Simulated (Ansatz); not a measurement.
Z-matrix (Å, degrees):
```
C
H 1 1.0966
H 1 1.1031 2 106.54
N 1 1.4580 2 107.18 3 -121.27
H 4 1.0132 1 109.18 2 -176.97
C 4 1.4540 5 110.22 1 125.08
H 6 1.0905 4 109.65 5 53.92
H 6 1.0925 7 107.75 4 -119.01
H 6 1.1021 7 108.34 8 -116.09
C 1 1.4963 2 109.31 3 118.51
C 10 1.3265 1 124.55 2 -118.58
H 11 1.0825 10 121.74 1 179.81
H 11 1.0845 12 116.84 10 179.58
H 10 1.0860 11 120.11 12 -1.20
```
Charge 0, multiplicity 1.

Level of theory: Ansatz (a quantum-chemistry and plane-wave program) with frozen-core CCSD(T)/cc-pVTZ // B3LYP-D3(BJ)/def2-TZVP.

```yaml
HF energy: -211.19931 Ha
MP2 correlation energy: -0.89049 Ha
```

### Question
Estimate the CCSD correlation energy, the (T) correction, the total energy and the T1 diagnostic.

### Answer

```json
{
 "CCSD correlation energy": "-0.93809 Ha",
 "(T) correction": "-0.03903 Ha",
 "CCSD(T) total energy": "-212.17643 Ha",
 "T1 diagnostic": "0.010"
}
```
